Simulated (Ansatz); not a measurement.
The molecule SnS, closed-shell singlet (the spin of the measured ground state). No spin–orbit coupling.

D_e counts from the fitted minimum to each atom's lowest state at the same level, without counterpoise. The singlet is restricted.

Programs: Ansatz (Gaussian orbitals). Values without a source in brackets are computed. In def2 rows elements past Kr take small-core potentials, without spin–orbit coupling.

Task: One of these levels gives 142.77 kcal/mol for the bond energy D_e. Which one is it?
A) PBE/def2-TZVPP
B) BHLYP/def2-TZVPP
C) SVWN5/def2-TZVPP

Result: C, SVWN5/def2-TZVPP. The others give 123.14 (PBE/def2-TZVPP), 104.83 (BHLYP/def2-TZVPP)

Ansatz is an electronic-structure program.
